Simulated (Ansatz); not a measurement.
Abridged output of a molecular run in Ansatz:

```
Functional definition: HF
1771 factors; integrals over basis functions are off by at most 1.3e-3 eV
mean field evaluation 1: about -18847.2046 eV, gradient 3.6e1 eV
mean field evaluation 2: about -18847.3926 eV, gradient 3.6e1 eV
mean field evaluation 4: about -18850.6354 eV, gradient 4.4e0 eV
mean field evaluation 8: about -18850.7036 eV, gradient 3.3e-1 eV
mean field evaluation 16: about -18850.7045 eV, gradient 2.9e-6 eV
mean field -18850.70450906 eV, -692.7506132414 hartree, gradient 2.9e-6 eV, S^2 0.000000; 0 other end points of the search recorded, 0 dependent functions left out
12 core orbitals not correlated: weight in the atoms' cores, before any rotation towards them, 1.000 or more for the frozen orbitals, at most 0.000 for the correlated occupied ones
reference -18850.70450906 eV, -692.7506132414 hartree; 20, 20 occupied and 237, 237 virtual orbitals, 1771 factors
second order -31.52671632 eV of doubles, -0.00000000 eV of singles
cycle   1  -30.77284371 eV  change    7.5e-1 eV  update   1.3e-1
cycle   2  -31.55271397 eV  change   -7.8e-1 eV  update   3.9e-2
cycle   3  -31.73302167 eV  change   -1.8e-1 eV  update   2.4e-2
cycle   4  -31.69590018 eV  change    3.7e-2 eV  update   7.6e-3
cycle   5  -31.69089204 eV  change    5.0e-3 eV  update   4.5e-3
cycle   6  -31.69479680 eV  change   -3.9e-3 eV  update   1.5e-3
cycle   7  -31.69413799 eV  change    6.6e-4 eV  update   7.7e-4
cycle   8  -31.69372802 eV  change    4.1e-4 eV  update   3.1e-4
cycle   9  -31.69399722 eV  change   -2.7e-4 eV  update   1.5e-4
cycle  10  -31.69395830 eV  change    3.9e-5 eV  update   5.8e-5
cycle  11  -31.69394818 eV  change    1.0e-5 eV  update   2.3e-5
perturbative correction -1.07386464 eV, -0.0394637975 hartree
Total energy: -18883.47232188 eV, -693.9548081517 hartree
```

Its atoms:

```xyz
11

C     0.810   -1.390   -0.421
Al   -0.052   -0.304    0.968
C    -0.424    1.533    0.235
O    -0.245    1.891   -1.009
I    -2.637    0.008    0.524
H     0.426   -1.205   -1.430
H     0.646   -2.454   -0.227
H     1.894   -1.236   -0.439
H     0.272   -0.382    2.516
H    -0.867    2.367    0.784
H     0.179    1.172   -1.501
```

Which basis set was used?
A. def2-QZVPP
B. def2-SVPD
C. cc-pV(D+d)Z
D. def2-TZVPP

D. It gives 269 functions.

Write the keys of the input that set method, charge and spin (a neutral closed shell needs none for the last two).


```yaml
correlation: {method: ccsd_t}
```
